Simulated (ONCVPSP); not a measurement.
## u(r) = r·R(r): atom against pseudo-atom (iridium)

Columns: radius, all-electron u(r) and pseudo u(r) of the 5p shell (level -54.92 eV) of iridium in the configuration [Kr] 4d10 4f14 5s2 5p6 5d7 6s2; LDA (Perdew-Wang 92), scalar-relativistic, ONCV scheme, ONCVPSP 4.0.1.

| r (bohr) | all-electron | pseudo |
| --- | --- | --- |
| 0.088 | 0.1331 | 0.0169 |
| 0.175 | 0.2888 | 0.0663 |
| 0.262 | -0.3060 | 0.1470 |
| 0.350 | -0.5872 | 0.2571 |
| 0.438 | -0.4257 | 0.3899 |
| 0.525 | -0.0546 | 0.5345 |
| 0.612 | 0.3415 | 0.6807 |
| 0.700 | 0.6732 | 0.8171 |
| 0.788 | 0.9051 | 0.9299 |
| 0.875 | 1.0397 | 1.0089 |
| 0.962 | 1.0964 | 1.0507 |
| 1.050 | 1.0947 | 1.0550 |
| 1.138 | 1.0524 | 1.0255 |
| 1.225 | 0.9852 | 0.9703 |
| 1.312 | 0.9043 | 0.8975 |
| 1.400 | 0.8165 | 0.8141 |
| 1.487 | 0.7293 | 0.7288 |
| 1.575 | 0.6445 | 0.6444 |
| 1.662 | 0.5661 | 0.5660 |
| 1.750 | 0.4934 | 0.4933 |
| 1.838 | 0.4279 | 0.4278 |
| 1.925 | 0.3702 | 0.3701 |
| 2.012 | 0.3191 | 0.3191 |
| 2.100 | 0.2738 | 0.2738 |
| 2.188 | 0.2344 | 0.2343 |
| 2.275 | 0.2005 | 0.2005 |

(1) How many radial nodes do the two functions have?

(2) At about which radius was the pseudo-wave matched?

(3) Is the pseudo-wave norm-conserving?

## Answers

(1) The all-electron 5p function has n − l − 1 = 3 (the table is too coarse to show those close to the nucleus); the pseudo-wave has 0, since the states of the same l below it are removed with the core.

(2) 1.75 bohr. The columns agree to 0.0005 from 1.49 bohr on; several derivatives are matched, so the curves merge somewhat inside the radius.

(3) Yes: the ONCV scheme keeps the norm inside the radius equal to the all-electron one, which fixes the energy derivative of the logarithmic derivative at the level.
